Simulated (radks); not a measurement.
The numbers below are computed, except where a source is named.
Neutral gold inside a hard spherical wall (all orbitals vanish at R), configuration held at [Xe] 4f14 5d10 6s1 and not refilled when levels cross. Level of theory: scalar-relativistic Kohn-Sham, PBEsol, spin-polarised, spherical densities, finite nucleus; open shells are filled with parallel spins first (spin-orbit coupling, left out, can overturn this in heavy ions); Fermi nuclear charge, rms radius 5.4371 fm (a radial shooting solver on a logarithmic mesh with Libxc functionals). Eigenvalues in eV for spin up, with the zero of energy where the potential of the charges vanishes at infinity; a dash marks a level that is unbound or too diffuse for the functional's potential to be trusted. A positive occupied level is held by the wall or, in an anion where self-interaction has pushed it up, behind a barrier. The pressure on the wall is -dE/dV.

| R (bohr) | E (hartree) | kinetic (hartree) | e(4f) | e(5p) | e(5d) | e(6s) | e(6p, empty) | e(7s, empty) | pressure (GPa) |
|---|---|---|---|---|---|---|---|---|---|
| free | -19002.3744 | 21247.173 | -81.171 | -59.783 | -7.012 | -6.130 | - | - | 0 |
| 20 | -19002.3744 | 21247.173 | -81.171 | -59.783 | -7.012 | -6.130 | -0.937 | - | < 0.0001 |
| 15 | -19002.3744 | 21247.173 | -81.171 | -59.783 | -7.012 | -6.130 | -0.930 | 0.335 | < 0.0001 |
| 8 | -19002.3732 | 21247.185 | -81.101 | -59.714 | -6.947 | -6.063 | -0.443 | 3.867 | 0.0551 |
| 7 | -19002.3700 | 21247.211 | -80.964 | -59.580 | -6.825 | -5.925 | 0.024 | 6.281 | 0.275 |
| 6 | -19002.3577 | 21247.299 | -80.570 | -59.199 | -6.481 | -5.515 | 1.040 | 10.779 | 1.48 |
| 5 | -19002.3067 | 21247.605 | -79.422 | -58.116 | -5.507 | -4.255 | 3.477 | 19.988 | 9.11 |
| 3.5 | -19001.6903 | 21250.552 | -71.890 | -51.438 | 0.800 | 5.258 | 18.116 | 63.932 | 220 |
| 3 | -19000.7303 | 21254.652 | -64.439 | -45.223 | 7.267 | 16.451 | 33.736 | 104.03 | 784 |
| 2.5 | -18998.0175 | 21265.665 | -49.891 | -33.490 | 20.746 | 42.479 | 67.828 | 182.84 | 3390 |
| 1.5 | -18949.4538 | 21439.744 | 57.870 | 72.262 | 152.82 | 333.57 | 400.33 | 828.63 | 168000 |
